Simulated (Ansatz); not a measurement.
HfO (SMILES [O]=[Hf]), singlet, geometry from GFN2-xTB (such geometries of metal compounds can be far from the true shape) (core potentials on Hf); B3LYP/def2-QZVPP (Ansatz, a first-principles code).

Here is a job for Ansatz.
Ansatz 0.2 input:
```yaml
crystal:
  periodic: [false, false, false]
  atoms:
    - {symbol: Hf, position_ang: [-0.00000000, -0.00000000, -0.17306172]}
    - {symbol: O, position_ang: [0.00000000, 0.00000000, 1.55755544]}
basis:
  gaussian:
    orbitals: def2-QZVPP.json
hamiltonian:
  xc: b3lyp
```
The basis file holds def2-QZVPP in the JSON format of the Basis Set Exchange.

It wrote (shortened):

```
Functional definition: B3LYP
629 factors; their error is unknown
mean field evaluation 1: about -3341.8142 eV, gradient 8.4e1 eV
mean field evaluation 2: about -3111.5495 eV, gradient 2.5e2 eV
mean field evaluation 4: about -3354.4122 eV, gradient 1.2e1 eV
mean field evaluation 8: about -3354.7568 eV, gradient 5.2e-2 eV
mean field -3354.76743844 eV, -123.2854294195 hartree, gradient 3.2e-5 eV, S^2 0.000000; 0 other end points of the search recorded, 0 dependent functions left out
reference -3354.76762164 eV, -123.2854361523 hartree; 10, 10 occupied and 128, 128 virtual orbitals, 629 factors
Total energy: -3354.76762164 eV, -123.2854361523 hartree
```
